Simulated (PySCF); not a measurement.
Zn(OMe)(NH2) (CH5NOZn), SMILES [O](C)[Zn][NH2]. Atoms are numbered in the order given.

```xyz
9

Zn     0.0568    -0.4087     0.0000
O      0.5070     1.3049     0.0000
C     -0.3504     2.3927     0.0000
H     -1.0132     2.4415    -0.8906
H      0.2371     3.3306     0.0000
H     -1.0132     2.4415     0.8906
N     -0.1097    -2.2134     0.0000
H     -0.5504    -2.6278     0.8181
H     -0.5504    -2.6278    -0.8181
```
Charge 0, spin multiplicity 1.

The structure is a stationary point at PBE0-D3(BJ)/def2-SVP. The structure was generated by enumeration; whether it is a known compound was not checked. Other conformers were not sampled.

All values below come from PySCF with PBE0/def2-TZVP.

Atomic charges (e):

```tsv
atom	Löwdin	IAO	Mulliken
Zn1	0.45	1.38	0.54
O2	-0.15	-0.90	-0.46
C3	-0.43	-0.18	-0.16
H4	0.10	0.11	0.10
H5	0.10	0.13	0.11
H6	0.10	0.11	0.10
N7	-0.47	-1.15	-0.70
H8	0.15	0.26	0.24
H9	0.15	0.26	0.24
```
